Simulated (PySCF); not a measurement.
C5H4F4O2.
Atom-mapped SMILES: `[O:1]=[C:2]1[O:3][C@@H:4]([F:5])[C@@H:6]1[CH2:7][C:8]([F:9])([F:10])[F:11]`

NICS = −σ at a ghost point: NICS(0) at the centroid of the ring atoms, NICS(1) 1 Å to either side along the normal of their mean plane, zz for the tensor component along that normal. Level: GIAO PBE0/pcSseg-1 (PySCF, non-relativistic, gas phase) on the PBE0-D3(BJ)/def2-SVP geometry, one conformer.

Ring bond lengths (Å), with Mayer bond orders in brackets: C2–O3 1.366 (1.04), O3–C4 1.426 (0.91), C4–C6 1.530 (0.95), C6–C2 1.522 (0.93).

Task: Give the NICS values of each ring in ppm.

Result: 
```json
{"ring": "C2–O3–C4–C6", "type": "4-membered ring with O; formal bonds all single", "NICS(0)": "-2.2", "NICS(1), two faces": "-1.6 / -2.8", "NICS(1)zz, two faces": "1.7 / -0.7", "rms pucker (Å)": "0.01", "centre to ring atoms, mean (Å)": "1.03"}
```

Task: What can be read from them?

Result: 
- C2–O3–C4–C6: mean NICS(1)zz 0.5 ppm, near zero. C4, C6 have four or more neighbours, and the NICS criterion for π rings isn't applied.

Task: At the first NICS(1) probe listed for ring C2–O3–C4–C6, 1 Å off the ring, what do the in-plane components average?

Result: The isotropic value is a third of the trace: (3 × -1.6 − (1.7))/2 = -3.3 ppm.

Task: List the ring angles and the Hirshfeld charges of the ring atoms.

Result: 
- C2–O3–C4–C6: C2 93.8° (+0.212 e), O3 92.4° (-0.124 e), C4 91.1° (+0.130 e), C6 82.6° (-0.050 e); sum 359.9° against 360° for a flat convex ring.

Task: How do the values depend on the level or the medium?

Result: 
```
                            level  NICS(0), C2–O3–C4–C6  mean NICS(1)zz, C2–O3–C4–C6
               PBE0/pcSseg-1, gas                  -2.2                          0.5
            wB97X-D/pcSseg-2, gas                  -1.8                          0.4
PBE0/pcSseg-1, IEF-PCM chloroform                  -2.2                          0.5
```

The geometry is the same throughout; the continuum's cavity takes Bondi-type radii × 1.2.

The values belong to the conformer `[O:1]=[C:2]1[O:3][C@@H:4]([F:5])[C@@H:6]1[CH2:7][C:8]([F:9])([F:10])[F:11]`: C4–C6–C7–C8 78°, C6–C7–C8–F9 -60°.
